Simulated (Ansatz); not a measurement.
CH$_{6}$GeOTe, SMILES `[GeH3][O]C[TeH]`. The species carries charge 0 and has multiplicity 1. Te: def2 effective core potential. Geometry: relaxed with PBE0-D4/def2-TZVP. It is one conformer, not always the lowest.

```xyz
10

Ge    0.496    0.074   -1.708
O    -0.301    0.585   -0.188
C    -0.414   -0.352    0.832
Te   -1.371    0.487    2.571
H     1.931   -0.376   -1.379
H     0.462    1.320   -2.594
H    -0.302   -1.098   -2.309
H     0.554   -0.734    1.172
H    -1.051   -1.204    0.562
H    -0.004    1.299    3.041
```

(1) What is the dipole moment at B3LYP/def2-TZVPP? (Estimate.)

(2) And with PBE, r2SCAN, ωB97M-V? (An estimate is asked.)

(3) Give the Mulliken charges with B3LYP, PBE, ωB97M-V in def2-TZVPP. (Best estimate.)

## Answers

(1) Ansatz gave: 2.10 D, with components (1.03, -1.17, -1.40) D in this frame, pointing from negative to positive charge.

(2) Computed: PBE 2.00 D, r2SCAN 2.15 D, ωB97M-V 2.15 D.

(3) Computed: 
```json
{"atom": "Ge1", "B3LYP": "0.29", "PBE": "0.26", "ωB97M-V": "0.24"}
{"atom": "O2", "B3LYP": "-0.39", "PBE": "-0.32", "ωB97M-V": "-0.39"}
{"atom": "C3", "B3LYP": "-0.19", "PBE": "-0.20", "ωB97M-V": "-0.25"}
{"atom": "Te4", "B3LYP": "0.08", "PBE": "0.05", "ωB97M-V": "0.06"}
{"atom": "H5", "B3LYP": "-0.01", "PBE": "-0.02", "ωB97M-V": "0.01"}
{"atom": "H6", "B3LYP": "0.01", "PBE": "0.00", "ωB97M-V": "0.03"}
{"atom": "H7", "B3LYP": "-0.02", "PBE": "-0.02", "ωB97M-V": "0.01"}
{"atom": "H8", "B3LYP": "0.14", "PBE": "0.14", "ωB97M-V": "0.16"}
{"atom": "H9", "B3LYP": "0.13", "PBE": "0.13", "ωB97M-V": "0.15"}
{"atom": "H10", "B3LYP": "-0.04", "PBE": "-0.03", "ωB97M-V": "-0.01"}
```

B3LYP here is the variant with VWN-RPA as its local correlation; programs differ in this.
